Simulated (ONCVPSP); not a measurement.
iodine, ONCV: configuration errors across variants

ONCVPSP 4.0.1 input, shortened (lines: element, Z, core and valence counts, functional; n l f; lmax; l rc ep ncon nbas qcut; lloc lpopt rc5 dvloc0; l nproj debl; icmod fcfact rcfact), PBE, fully relativistic:

```
  I 53.00    9    2        4      upf
    1    0    2.00
    2    0    2.00
    2    1    6.00
    3    0    2.00
    3    1    6.00
    3    2   10.00
    4    0    2.00
    4    1    6.00
    4    2   10.00
    5    0    2.00
    5    1    5.00
    1
    0    1.75    0.00    5    8    3.00
    1    1.85    0.00    4    7    3.80
    0    5    1.75    0.00
    0    0    1.50
    1    2    3.60
    1    0.30    0.00
```

Open shells are filled in proportion to 2j + 1.

All-electron excitation energies from the reference (eV): (1) 5s2 5p4 11.157; (2) 5s2 5p3 31.033; (3) 5s2 5p2 60.396; (4) 5s2 5p1 99.862.

A true bound ghost makes a file unfit for plane-wave use even where its test errors are small: the radial tests pick states by their node count and pass the ghost by.

Errors AE − PS in meV (a dash: test not solved or not reliable):

```json
{"change": "base", "(1)": "-1.6", "(2)": "-12", "(3)": "-46", "(4)": "-123", "bound ghosts": "none", "GHOST(+) flags above zero": "none"}
{"change": "p: debl 0.3", "(1)": "-2.0", "(2)": "-14", "(3)": "-48", "(4)": "-125", "bound ghosts": "p3/2, p1/2", "GHOST(+) flags above zero": "p3/2, p1/2"}
{"change": "p: debl 0.6", "(1)": "-2.0", "(2)": "-14", "(3)": "-49", "(4)": "-126", "bound ghosts": "p3/2, p1/2", "GHOST(+) flags above zero": "p3/2, p1/2"}
{"change": "p: debl 0.8", "(1)": "-2.0", "(2)": "-14", "(3)": "-49", "(4)": "-126", "bound ghosts": "none", "GHOST(+) flags above zero": "p3/2, p1/2"}
{"change": "p: debl 1.45", "(1)": "-2.0", "(2)": "-14", "(3)": "-48", "(4)": "-126", "bound ghosts": "none", "GHOST(+) flags above zero": "p3/2, p1/2"}
{"change": "p: debl 4.1", "(1)": "-1.5", "(2)": "-12", "(3)": "-45", "(4)": "-122", "bound ghosts": "none", "GHOST(+) flags above zero": "none"}
```

(1) Give the same row for: p: debl 2.35.

Answers

(1) -1.8, -13, -47, -125; bound ghosts: none; GHOST(+) flags above zero: p3/2, p1/2.
